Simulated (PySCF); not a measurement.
A PySCF script (with the pyscf-properties extension) for the NMR shieldings of `InChI=1S/C7H14OSi/c1-2-3-6-4-7(6,9)5-8/h5-6H,2-4H2,1,9H3/t6-,7-/m1/s1`, on a GFN2-xTB geometry:

```python
import basis_set_exchange as bse
import numpy as np
from pyscf import gto, dft
from pyscf.prop import nmr

atoms = """
C    -2.563756    0.325386   -0.832773
C    -1.658169    1.021096    0.176422
C    -0.974067    0.049317    1.140592
C    -0.055648   -0.929006    0.451616
C     1.197871   -1.391476    1.088894
C     1.280633   -0.478191   -0.122942
Si    2.028948    1.263240   -0.042384
C     1.679513   -1.090781   -1.381803
O     2.340137   -0.503810   -2.205054
H    -3.297551   -0.297742   -0.324967
H    -1.985217   -0.299690   -1.508109
H    -3.096588    1.060783   -1.430939
H    -0.892730    1.590530   -0.354169
H    -2.250824    1.726924    0.762634
H    -1.738176   -0.520019    1.678403
H    -0.406276    0.621885    1.875499
H    -0.581817   -1.664805   -0.148730
H     1.503918   -2.421439    0.968820
H     1.485138   -0.957023    2.034725
H     3.481178    1.122526   -0.056709
H     1.622505    1.870013    1.231019
H     1.532406    2.062639   -1.156131
H     1.343818   -2.133372   -1.560895
"""
names = dict.fromkeys(["C", "Si", "O", "H"], "pcSseg-1")
basis = {el: gto.basis.parse(bse.get_basis(n, elements=[el], fmt="nwchem")) for el, n in names.items()}
mol = gto.M(atom=atoms, basis=basis, charge=0, verbose=0)
mf = dft.RKS(mol, xc="PBE0")
mf.grids.level = 2
mf.grids.alignment = dft.numint.BLKSIZE   # the property module wants whole blocks of grid points
mf.conv_tol = 1e-9
mf.kernel()

calc = nmr.RKS(mf)   # GIAO
C = mf.mo_coeff
Co = C[:, mf.mo_occ > 0]
resp = mf.gen_response(singlet=True, hermi=2)
def vind(x):   # induced exchange potential for any number of trial vectors
    d = np.einsum("pi,xij,qj->xpq", C, 2 * x.reshape(-1, C.shape[1], Co.shape[1]), Co, optimize=True)
    return np.einsum("xpq,pi,qj->xij", resp(d - d.transpose(0, 2, 1)), C, Co, optimize=True).ravel()
mo1, _ = nmr.rhf.solve_mo1(calc, with_cphf=vind)
sigma = calc.kernel(mo1)
for i, s in enumerate(sigma):   # ppm
    print("%2d %-2s %9.2f" % (i, mol.atom_pure_symbol(i), np.trace(s) / 3))
```

**Question.** Give the expected output.

**Answer.** 
```
 0 C     172.45
 1 C     160.48
 2 C     150.75
 3 C     161.44
 4 C     166.96
 5 C     159.78
 6 Si    422.62
 7 C     -24.08
 8 O    -326.61
 9 H      31.00
10 H      30.56
11 H      30.49
12 H      30.38
13 H      30.17
14 H      29.85
15 H      30.43
16 H      30.06
17 H      30.34
18 H      30.83
19 H      27.59
20 H      28.35
21 H      27.36
22 H      22.83
```

These numbers come from an equivalent density-fitted implementation of the same equations, which agrees with the script to about 0.01 ppm for H and up to a few tenths of a ppm for heavy atoms, so last digits may differ.

**Question.** Turn these shieldings into chemical shifts. References, each an isolated molecule treated in the same way: 13C (186.93 ppm) and 29Si (349.16 ppm) and 1H (31.72 ppm) against TMS; 17O (336.08 ppm) against H2O.

**Answer.** Averaging equivalent atoms: C 7: 211.0; C 2: 36.2; C 5: 27.1; C 1: 26.4; C 3: 25.5; C 4: 20.0; C 0: 14.5; Si 6: -73.5; O 8: 662.7; H 22: 8.88; H 19/20/21: 3.95; H 14: 1.86; H 16: 1.66; H 13: 1.54; H 17: 1.38; H 12: 1.34; H 15: 1.29; H 9/10/11: 1.04; H 18: 0.89 ppm. Unscaled 17O shifts of doubly bonded oxygen tend to come out too high, by tens of ppm or more. Experimental scales use liquid or dissolved standards, which lie at an offset from isolated H2O (liquid H2O: subtract about 36 ppm).

Size and cost of the density-fitted run: 230 basis functions, 45 s wall time on 1 thread of an Arm Neoverse V2, shared host; peak memory 1.1 GiB.
